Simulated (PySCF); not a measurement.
Compound: C5HClFNS.
Structure used (GFN2-xTB), in Å, numbered top down from 1:
```xyz
10
C5HClFNS angstrom
N     -2.6064    1.6907    0.3760
C     -1.7049    0.9979    0.2420
C     -0.5854    0.1607    0.0757
C      0.7604    0.6294   -0.0664
Cl     1.1640    2.2928   -0.0472
C      1.6616   -0.3740   -0.2154
S      0.9241   -1.9314   -0.1911
C     -0.6236   -1.2073    0.0233
F     -1.7027   -1.9679    0.1197
H      2.7217   -0.2862   -0.3392
```

NICS is the negative of the GIAO shielding at a point without a nucleus: at the ring centre (0) and 1 Å above and below it (1); zz is the component along the ring normal. Level: GIAO PBE0/pcSseg-1 (PySCF, non-relativistic, gas phase) on the GFN2-xTB geometry, one conformer.

Ring bond lengths (Å), with Mayer bond orders in brackets: C3–C4 1.432 (1.10), C4–C6 1.357 (1.56), C6–S7 1.723 (1.12), S7–C8 1.722 (1.22), C8–C3 1.370 (1.42).

Q: Give the NICS values of each ring in ppm.

A: 
```
          ring                                               type  NICS(0)  NICS(1), two faces  NICS(1)zz, two faces  rms pucker (Å)  centre to ring atoms, mean (Å)
C3–C4–C6–S7–C8  5-membered ring with S; formal bonds all aromatic    -14.3       -10.1 / -10.1         -20.5 / -20.5            0.00                            1.29
```

Q: What do they say, and how far can they be read as aromaticity?

A: 
- C3–C4–C6–S7–C8: mean NICS(1)zz -20.5 ppm, shielded, aromatic by this magnetic criterion (flat ring, no four-coordinate atom).

Q: And the bond-length index? HOMA takes Krygowski's 1993 parameters.

A: 
- C3–C4–C6–S7–C8: HOMA 0.75; the largest term is that of C3–C4, α(R − Ropt)² = 0.50. The geometric and the magnetic index point the same way.

Q: What are the shieldings of the ring atoms and their hydrogens in the same run (means over atoms taken as equivalent)?

A: 
```csv
atoms,environment,σ isotropic (ppm),"principal values of the symmetric part, first atom (ppm)"
C3,substituted aromatic carbon,86.1,"32.5, 85.7, 140.0"
C4,aromatic C–Cl carbon,50.0,"-27.3, 64.1, 113.3"
C6,aromatic CH next to a ring sulfur,70.5,"-14.7, 87.6, 138.7"
S7,thiophene-type sulfur,309.6,"198.4, 311.9, 418.5"
C8,aromatic C–F carbon,2.2,"-67.3, 11.3, 62.4"
H10,aromatic hydrogen,25.33,"21.1, 26.1, 28.8"
```
